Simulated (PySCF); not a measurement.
One of the candidates below gave these computed data.

All candidates are C4H7N3.

- 1H NMR: chemical shifts (computed TMS as zero) by class: 10.75 (1 H), 7.59 (1 H), 2.85 (2 H), 1.26 (3 H) ppm [GIAO PBE0/pcSseg-1]
- UV, strongest line: among the 8 lowest singlet transitions: S8 at 8.19 eV (151 nm, f = 0.130) [TDDFT PBE0/def2-SVPD]
- 13C NMR: chemical shifts (computed TMS as zero) by class: 155.3 (1 C), 137.0 (1 C), 23.6 (1 C), 20.4 (1 C) ppm [GIAO PBE0/pcSseg-1]
- Polarisability: 65.6 au [PBE0/def2-SVPD]
- NMR, other nuclei: isotropic shieldings of nuclei other than C and H, by class: -99 (1 N), -89 (1 N), 8 (1 N) ppm [GIAO PBE0/pcSseg-1]
- Rotational structure: rotational constants A, B, C: 7.069, 1.931, 1.706 GHz [GFN2-xTB]

The electronic properties come from PySCF, for the isolated species, density fitting. Levels stand in brackets. Geometry: GFN2-xTB, one conformer, isolated molecule. NMR classes are plain means over equivalent atoms (diastereotopic ones count apart unless rotation or inversion swaps them), as if these changed places fast.

Task: Which candidate is it?
A. `Cc1cnn(C)n1`
B. `Cc1nncn1C`
C. `CCc1cn[nH]n1`
D. `Cc1nn[nH]c1C`
E. `CCn1ccnn1`

Result: C. It is `CCc1cn[nH]n1`. Numbering: `[CH3:1][CH2:2][c:3]1[cH:4][n:5][nH:6][n:7]1`. Its formula, C4H7N3, gives 3 degrees of unsaturation: 1 ring and 2 π bonds in the structure found (Kekulé form). 4 carbons fall into 4 classes; from least to most shielded: substituted aromatic carbon [C3] (155.3 ppm), aromatic CH next to a ring nitrogen [C4] (137.0 ppm), benzylic-type carbon [C2] (23.6 ppm), methyl carbon [C1] (20.4 ppm). Hydrogen classes from least to most shielded: 1 H on a pyrrole-type nitrogen, N6 (10.75 ppm), 1 H on an aromatic CH next to a ring nitrogen, C4 (7.59 ppm), 2 H on a benzylic-type carbon, C2 (2.85 ppm), 3 H on a methyl carbon, C1 (1.26 ppm). The other shieldings belong to: -99 ppm, pyridine-type nitrogen [N5]; -89 ppm, pyridine-type nitrogen [N7]; 8 ppm, pyrrole-type nitrogen [N6]. The optimised geometry has point group C1 and is an asymmetric top.

The others, at the same levels:
- `CCn1ccnn1` fails: its computed 13C shifts are 138.7 (1 C), 127.8 (1 C), 46.5 (1 C), 20.8 (1 C) ppm, 1H shifts are 7.81 (1 H), 7.54 (1 H), 4.54 (2 H), 1.47 (3 H) ppm and smallest rotational constant is 1.792 GHz (against 1.706 GHz).
- `Cc1cnn(C)n1` fails: its computed 13C shifts are 147.3 (1 C), 139.0 (1 C), 41.3 (1 C), 12.8 (1 C) ppm, 1H shifts are 7.49 (1 H), 4.18 (3 H), 2.46 (3 H) ppm and strongest line among the 8 lowest singlet transitions is S7 at 7.95 eV (156 nm, f = 0.268) (against S8 at 8.19 eV).
- `Cc1nncn1C` fails: its computed 13C shifts are 153.2 (1 C), 147.2 (1 C), 31.1 (1 C), 12.6 (1 C) ppm, 1H shifts are 7.65 (1 H), 3.63 (3 H), 2.51 (3 H) ppm and rotational constant A is 3.994 GHz (against 7.069 GHz).
- `Cc1nn[nH]c1C` fails: its computed 13C shifts are 142.1 (1 C), 134.5 (1 C), 12.2 (1 C), 9.3 (1 C) ppm, 1H shifts are 10.69 (1 H), 2.54 (3 H), 2.44 (3 H) ppm and rotational constant A is 3.580 GHz (against 7.069 GHz).

Each candidate is one conformer, not necessarily the lowest. Dipoles, sizes and rotational constants follow the conformer. The torsions of the flexible species, by atom-mapped SMILES:
- `[CH3:1][CH2:2][c:3]1[cH:4][n:5][nH:6][n:7]1`: C1–C2–C3–C4 -84°
- `[CH3:1][CH2:2][n:3]1[cH:4][cH:5][n:6][n:7]1`: C1–C2–N3–C4 77°
